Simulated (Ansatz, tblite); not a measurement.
Removing an electron: [GaBrH3]- (GaH3Br⁻). The state is a singlet with charge -1. Geometry: r2SCAN-D4/def2-TZVPD. Ansatz, gas phase; energy differences of separate SCF runs; the oxidised species was run as a doublet alone.

```xyz
5

Ga    0.168   -0.122    0.146
Br   -1.473    1.073   -1.283
H     1.546   -0.023   -0.651
H    -0.403   -1.607    0.263
H     0.163    0.679    1.525
```

The xTB rows come from tblite. Correlated methods freeze 18 core orbitals; core or outer-core shells of Ga, Br are correlated, in sets that lack core-valence functions. In CCSD on the charge 0 doublet the largest single amplitude is 0.30, so its Hartree–Fock determinant may place the open shell otherwise than the density functionals do. HOMO above LUMO, or a gap near zero within one spin, warns that the state may not be the lowest or that an electron is smeared out.

```csv
level,−HOMO (eV),vertical IE (eV),−LUMO (eV),HOMO–LUMO gap (eV),remarks
r2SCAN-D4/def2-TZVPD,1.67,4.43,-3.79,5.46,gap within one spin near zero (doublet)
MP2/def2-TZVPPD,–,5.16,–,–,–
CCSD/def2-TZVPPD,–,4.90,–,–,–
CCSD(T)/def2-TZVPPD,–,4.90,–,–,–
```

**Question.** Estimate the rows for GFN2-xTB, HF/def2-TZVPPD, PBE0-D4/def2-TZVPD.

**Answer.** 
| level | −HOMO (eV) | vertical IE (eV) | −LUMO (eV) | HOMO–LUMO gap (eV) |
| --- | --- | --- | --- | --- |
| GFN2-xTB | 6.71 | 9.54 | -1.04 | 7.74 |
| HF/def2-TZVPPD | – | 4.21 | – | – |
| PBE0-D4/def2-TZVPD | 2.58 | 4.59 | -3.62 | 6.20 |

Run but left out: PBE-D4/def2-TZVPD (neutral doublet: an occupied level 0.14 eV above an empty one).  Raw xTB energy differences between charge states are shifted by several eV; the methods need an empirical correction for them.
